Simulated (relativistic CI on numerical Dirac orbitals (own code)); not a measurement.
Method of calculation: Dirac-Coulomb-Breit CI, separate exchange-only KLI orbitals for each configuration, a model potential for QED, unscaled Slater integrals (own radial code, finite nucleus).

The strongest absorption lines from the ground level of an ion, among the configurations computed and to levels below about 1520 eV (vacuum wavelength in Å, gf): 26.598 (0.86), 27.188 (0.14), 28.715 (1.1), 37.275 (0.17), 40.043 (1.3), 40.376 (0.7), 40.756 (0.3), 40.887 (0.16).

Task: Which ion is it?
A. Tb XLVI
B. La XXXVIII
C. Ta LIV
D. Tb XLIV

Result: A. Tb XLVI has 20 electrons and the ground level 3s²3p⁶3d² ³F2; the strongest line goes to 3s²3p⁵3d³ ³G°3. The pattern of lines fixes the number of electrons, and along that sequence the line energies rise steadily with the charge (about as its square where n changes within one kind of shell, about linearly where n is kept but much faster in heavy ions where fine structure, which grows about as Z⁴, sets the gap, and irregularly where shells cross), which fixes Z. Configurations outside the model, such as inner-shell arrays, can give stronger lines. At this charge energies of transitions that change n are usually good to better than 1 %, and those within a shell (Δn = 0) to a few per cent.

LS names give the leading component of a level, which can be under half, so a name can repeat, a term be missing and a line seem to break the LS rules.
